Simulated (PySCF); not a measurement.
A structure optimised at B3LYP-D3(BJ)/def2-SVP, used in a PySCF frequency run:

```xyz
8

O     -1.1966     0.8296     0.8691
Si    -0.0274     0.0143    -0.0080
O     -0.7851    -1.1167    -0.9287
O      0.8838     0.9177    -1.0370
O      0.9559    -0.5673     1.1878
H     -0.4662    -1.2026    -1.8355
H      1.4485     1.5996    -0.6554
H      0.5370    -1.1039     1.8725
```
Charge 0, spin multiplicity 2.

Write its SMILES and formula.

[O][Si](O)(O)O, H₃O₄Si

What are its rotational constants (standard atomic weights)?

4.3094, 4.0236, 3.6653 GHz
